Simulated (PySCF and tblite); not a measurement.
Results of a calculation; reference values are marked as such.
Conformers and averaged properties: C8H7ClO, numbered as in [OH:1][C@@H:2]1[CH2:3][c:4]2[cH:5][cH:6][c:7]([Cl:8])[cH:9][c:10]21

Free energies: PBE0-D3(BJ)/pcSseg-1 on GFN2-xTB structures plus GFN2-xTB thermal terms, symmetry and mirror images included. Conformers within 2.5 kcal/mol (GFN2-xTB free energy) were kept, 2 at most. GIAO shieldings: PBE0/pcSseg-1. Shifts are against TMS (¹H), TMS (¹³C) at the same level; of two unlike H on one atom, a is the less shielded. Programs: PySCF with density fitting and tblite.

Torsions listed: H1–O1–C2–C3. The 4-ring runs over atoms 2–3–4–10.

```
conformer              shape  symmetry  E(GFN2) kcal/mol  E(DFT) kcal/mol  G(298.15 K) kcal/mol  weight %  dipole D
        1   4-ring flat; 56°        C1              0.00             0.00                  0.00      91.2      2.05
        2  4-ring flat; 164°        C1              1.75             1.69                  1.38       8.8      1.25
```

Weights (%) against temperature:

```tsv
T (K)	1	2	S(mix) cal/mol/K
250	94.5	5.5	0.42
298.15	91.2	8.8	0.59
350	87.5	12.5	0.75
```

Averaged shifts at 298.15 K. ¹H: 7.58 (H6, 1H), 7.52 (H9, 1H), 7.40 (H5, 1H), 5.29 (H2, 1H), 3.69 (H3a, 1H), 2.89 (H3b, 1H) ppm. ¹³C: 156.7 (C10), 146.8 (C4), 144.6 (C7), 135.8 (C6), 130.2 (C5), 129.4 (C9), 74.4 (C2), 44.0 (C3) ppm.

Coordinates of conformer 1 (Å):

```xyz
17

O    -2.544   -0.856   -1.043
C    -1.722   -0.719    0.073
C    -1.649    0.688    0.761
C    -0.165    0.643    0.505
C     1.016    1.322    0.673
C     2.153    0.708    0.148
C     2.079   -0.515   -0.502
Cl    3.536   -1.206   -1.133
C     0.882   -1.214   -0.668
C    -0.222   -0.594   -0.138
H    -2.287   -0.201   -1.704
H    -2.007   -1.525    0.754
H    -1.947    0.710    1.808
H    -2.183    1.468    0.220
H     1.087    2.276    1.171
H     3.114    1.191    0.242
H     0.853   -2.164   -1.177
```

H on N, O and S are left out: they exchange, and hydrogen bonds move them by several ppm. Shifts are unscaled: against experiment ¹³C can be off by 15 ppm or more and ¹H by 0.8 ppm. For its torsions the set is small; conformers may be missing.

Search and properties took 59 s on 1 thread of AMD EPYC 7B13, on a host shared with other jobs (rough), launched as `OMP_NUM_THREADS=1 python ens_run.py task.json out`.
